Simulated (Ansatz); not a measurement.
Basis-set series for `C[C](O)([SiH3])[InH2]`. The species carries charge 0 and has multiplicity 1. In: def2 effective core potential. The structure was optimised at the PBE0-D4/def2-TZVP level. It is one conformer, not always the lowest.

```csv
functional,basis,functions,energy (Eh),HOMO (eV),LUMO (eV)
PBE0-D4,def2-TZVPP,311,-636.19867,-6.64,-1.61
PBE0-D4,def2-QZVPP,593,-636.21911,-6.66,-1.63
ωB97M-V,def2-TZVPP,311,-636.34090,-8.78,-0.15
ωB97M-V,def2-QZVPP,593,-636.36049,-8.79,-0.20
```

Question: Give the rows for def2-SVP. (Estimate.)

Answer: Ansatz gave: 
| functional | basis | functions | energy (Eh) | HOMO (eV) | LUMO (eV) |
| --- | --- | --- | --- | --- | --- |
| PBE0-D4 | def2-SVP | 131 | -635.90939 | -6.58 | -1.51 |
| ωB97M-V | def2-SVP | 131 | -636.04184 | -8.69 | 0.06 |
